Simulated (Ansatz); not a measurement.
System: sum formula InClF₂, charge 0, multiplicity 1. 
Geometry from a B3LYP-D3(BJ)/def2-TZVP (Ansatz, a program for electronic structure) optimisation:
SMILES: [F][In]([F])[Cl]
```xyz
4

F     -0.9944     1.8218     0.0595
In    -0.2379     0.0402     0.0046
F     -1.5395    -1.3934    -0.0100
Cl     2.0272    -0.3428    -0.0396
```
Charge 0, spin multiplicity 1.

Basis-set convergence of Hartree-Fock and CCSD correlation energies (hartree) with Ansatz. Valence correlation only, unless marked. Spin-orbit coupling is left out. The frozen core is the preceding noble-gas configuration, with the filled d and f shells of earlier blocks. Past Kr the def2 sets carry scalar-relativistic core potentials.

```
basis        functions       E(HF)  E(corr, CCSD)
-----------  ---------  ----------  -------------
def2-SVPD          105  -847.40242       -0.61487
def2-TZVPPD        187  -847.80202       -0.78198
def2-QZVPPD        299  -847.82504       -0.84587
```

Extrapolating the two largest sets (X = 3 and 4) as X^-3: E(corr) = (64·(-0.84587) - 27·(-0.78198))/37 = -0.8925 Eh, an estimate of the basis-set limit. The largest set recovers 94.8 % of it, the smallest 68.9 %.
